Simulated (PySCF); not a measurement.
## Relaxation of singlet GeSI₂

Computed with PySCF, PBE0, basis Ge def2-SVP, S def2-SVP, I def2-SVP with ECP28 (scalar-relativistic core potentials, no spin–orbit coupling, density fitting). A (50,194) grid was used.

A hand-made trigonal planar start, of C2v symmetry, held to at least that symmetry:

Coordinates in bohr (charge 0 multiplicity 1):
```
Ge   -0.6745   -1.1683    0.0000
S    -2.6116   -4.5233    0.0000
I     4.1254   -1.1684    0.0000
I    -3.0745    2.9885    0.0000
```

**Question.** What does it relax to?

**Answer.** It ends at C2v with Ge–I 2.495 Å (×2), Ge–S 2.022 Å; I–Ge–I 108.2°, I–Ge–S 125.9° (×2) (after a last refinement on a finer grid). The frequency run here used a shortcut that can spoil soft modes, so no verdict on minimum or saddle point is given. Other isomers or separated fragments may lie lower.

**Question.** How much energy is released, and in how many steps?

**Answer.** 11.5 kJ/mol in 5 steps.
